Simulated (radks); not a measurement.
Task: The gallium ion Ga3+, [Ar] 3d10. All-electron calculation, non-relativistic Kohn-Sham, LDA (Slater exchange, Perdew-Wang correlation), spin-polarised, spherical densities, point nucleus. Program: a radial shooting solver on a logarithmic mesh with Libxc functionals. Every spin shell is full or empty, so the densities are truly spherical. Functionals are evaluated on that one density, not self-consistently. Rank these orbital-free kinetic functionals by their error against the exact value of the orbitals, and give that value: Thomas-Fermi, TF + vW/9, TF + vW/5, APBEK, revAPBEK, Perdew 92, Thakkar, Pearson, LKT, DePristo-Kress, Ernzerhof.

Result: Exact: 1917.82 hartree. From best to worst, with 100 (|E| - |E exact|)/|E exact| (equal figures are ties): APBEK -0.01, DePristo-Kress -0.19, revAPBEK +0.23, Ernzerhof -0.47, Thakkar -0.55, Perdew 92 -0.84, TF + vW/9 -0.85, Pearson -1.27, TF + vW/5 +3.49, Thomas-Fermi -6.27, LKT +23.06.
